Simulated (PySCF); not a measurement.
# TDDFT excited states: C5H7FO2

C5H7FO2.
Z-matrix (Å and degrees, PBE0-D3(BJ)/def2-SVP geometry), rows numbered from 1:
```
O 
C   1  1.1927
C   2  1.5058  1  126.25
C   3  1.5280  2  109.71  1  -133.98
C   4  1.5336  3  111.08  2   -55.47
C   5  1.5193  4  111.83  3    15.81
F   6  1.3743  5  109.21  4   -84.14
O   2  1.3678  1  119.17  3  -177.78
H   3  1.0969  2  107.70  1   -11.02
H   3  1.1017  2  108.01  1   105.68
H   4  1.0992  3  110.19  2  -178.81
H   4  1.1009  3  108.46  2    65.25
H   5  1.0995  4  110.84  3   136.97
H   5  1.0997  4  112.02  3  -103.79
H   6  1.1000  5  112.52  4   156.87
```

Computed with TDDFT PBE0/def2-SVPD, vertical, gas phase, core orbitals frozen in the response in PySCF.

| state | λ (nm) | E (eV) | f | main configurations (H = HOMO, L = LUMO) |
| --- | --- | --- | --- | --- |
| S1 | 219.0 | 5.66 | 0.0016 | H→L (92%) |
| S2 | 165.8 | 7.48 | 0.0016 | H→L+1 (90%) |
| S3 | 160.1 | 7.75 | 0.058 | H-1→L (73%), H-2→L (13%) |
| S4 | 151.5 | 8.19 | 0.027 | H→L+2 (84%) |
| S5 | 147.8 | 8.39 | 0.051 | H-2→L (54%), H→L+3 (29%), H-1→L (9%) |
| S6 | 146.5 | 8.46 | 0.029 | H→L+3 (46%), H-2→L (23%), H-3→L (10%) |

The lowest singlet comes at 219 nm (546 kJ/mol) in the ultraviolet; it is very weak; its leading configuration is HOMO→LUMO (92%). The most intense listed level is S3 at 7.75 eV (160 nm, f = 0.058), 2.08 eV above S1. S1 has the pattern of n→π* at C=O. The listed states span 2.80 eV, and the widest gap between neighbours is 1.82 eV (S1 to S2). Of the 6 states listed, 4 reach f = 0.01 and none stays under 0.0005. The oscillator strengths of these states sum to 0.169; summed over the whole spectrum of an exact calculation they would give the number of electrons, 62 (Thomas–Reiche–Kuhn). No computed singlet lies in the visible range (380 to 750 nm); the lowest, at 219 nm, stands 2.40 eV above its violet end (3.26 eV). The window holds the lowest 6 singlets.

The run took about 2 min of CPU time (with the writing of density and orbital grids) (one thread, shared machine).

One conformer stands for the species.
